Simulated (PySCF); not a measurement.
Be(OH)(NMe2) (C2H7BeNO), SMILES C[N](C)[Be][OH]. Coordinates come from a PBE-D3(BJ)/def2-SVP optimisation. The structure was generated by enumeration; whether it is a known compound was not checked. One conformer was computed; it need not be the lowest.

Level of theory: PBE-D3(BJ)/def2-SVP run with PySCF.

Harmonic wavenumbers (cm⁻¹): 116, 151, 242, 259, 305, 340, 354, 456, 519, 603, 986, 1054, 1070, 1128, 1199, 1215, 1380, 1394, 1399, 1406, 1430, 1435, 1570, 2877, 2884, 2921, 2932, 3029, 3029, 3855. Rotational constants (GHz): 9.284, 2.835, 2.245; symmetry number 1.

Problem. Work out the zero-point energy and the ideal-gas rigid-rotor harmonic-oscillator thermochemistry at 298.15 K and 1 atm.

Solution. ZPE = ½ Σ hcν = ½ × 41537 cm⁻¹ = 248.45 kJ/mol. H − E(el) = 269.62 kJ/mol. Entropy in J/(mol K): translation 161.75, rotation 109.21, vibration 64.28, total 335.24. G − E(el) = 169.67 kJ/mol. Cp = 109.11 J/(mol K). Modes under 150 cm⁻¹ make the vibrational entropy uncertain.
